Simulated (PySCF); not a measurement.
## Basis and Hamiltonian dependence of the excitation energy of Ni+

Ni+ [Ar] 3d9 (2D) → Ni+ [Ar] 3d8 4p1 (high-spin determinant). All values are computed (PySCF 2.14, energy differences of UHF-based or UKS calculations, no spin-orbit coupling). Values in eV.

```
                                                              basis       Hamiltonian  functions      UHF      LDA     PBE0  MP2 (valence)  CCSD(T) (valence)  CCSD(T) (valence and next inner shell)
                                                             STO-3G  non-relativistic         18  -24.555  -22.671  -23.260            n/a                n/a                                     n/a
                                                       ANO-RCC-VTZP     spin-free X2C         59    4.158    7.380    6.327          7.008              6.350                                   6.572
                                                     aug-cc-pVDZ-DK     spin-free X2C         59    4.179    7.042    6.145          6.823              6.155                                     n/a
                                                       x2c-TZVPPall     spin-free X2C         64    4.213    7.276    6.284          6.931              6.282                                   6.490
                                                        def2-TZVPPD  non-relativistic         67    4.325    7.429    6.430          7.059              6.424                                   6.635
  x2c-TZVPPall with one added diffuse shell each of s, p, d, f type     spin-free X2C         80    4.108    7.229    6.223          6.888              6.235                                   6.446
                                                        aug-pcseg-2  non-relativistic         81    4.318    7.483    6.467          7.045                n/a                                     n/a
                                                     aug-cc-pVTZ-DK     spin-free X2C         93    4.100    7.256    6.237          6.932              6.274                                     n/a
                                                        aug-cc-pVTZ  non-relativistic         93    4.317    7.456    6.441          7.136              6.491                                     n/a
                                                        def2-QZVPPD  non-relativistic        100    4.309    7.445    6.436          7.135              6.488                                     n/a
                                                         dyall-av2z  non-relativistic        101    4.350    7.468    6.457          6.970              6.352                                     n/a
                                                       x2c-QZVPPall     spin-free X2C        108    4.091    7.250    6.237          6.950                n/a                                     n/a
aug-cc-pVTZ with one added diffuse shell each of s, p, d, f, g type  non-relativistic        118    4.316    7.454    6.439          7.139                n/a                                     n/a
                                                      aug-cc-pwCVTZ  non-relativistic        127    4.308    7.446    6.439          7.165                n/a                                     n/a
```

Frozen in the all-electron rows: valence: [Ar]; valence and next inner shell: [Ne].

At UHF, STO-3G lies more than 0.3 eV from the median of the rows with comparable relativity. Of these, STO-3G has no diffuse functions of the l that the added or promoted electron needs.

One determinant mixes LS terms of the configuration, so the numbers do not refer to single terms. Non-relativistic rows lack the scalar-relativistic shift.
